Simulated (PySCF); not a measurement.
# Ionisation energy of Te by level of theory

Te [Kr] 4d10 5s2 5p4 (3P) → Te⁺ [Kr] 4d10 5s2 5p3 (4S), as a difference of total energies. Calculation: PySCF 2.14, in aug-cc-pVDZ-PP with ECP28MDF (5s4p3d, 32 functions); a scalar-relativistic core potential. Correlated levels: valence: 4s2 4p6 4d10 frozen. The calculations carry no spin-orbit coupling.

```
           method  ionisation energy (eV)  error (eV)
              UHF                   7.702      -1.047
              LDA                   8.971      +0.222
              PBE                   8.690      -0.059
             PBE0                   8.695      -0.054
           r2SCAN                   8.712      -0.037
             TPSS                   8.689      -0.060
              M06                   8.722      -0.027
          r2SCANh                   8.715      -0.034
          r2SCAN0                   8.720      -0.029
    MP2 (valence)                   8.121      -0.628
SCS-MP2 (valence)                   8.134      -0.615
```

Reference: 8.749 eV (measured; NIST levels, between the centres of gravity of the two terms).

Errors of the correlated levels include the incompleteness of this basis and the frozen core.
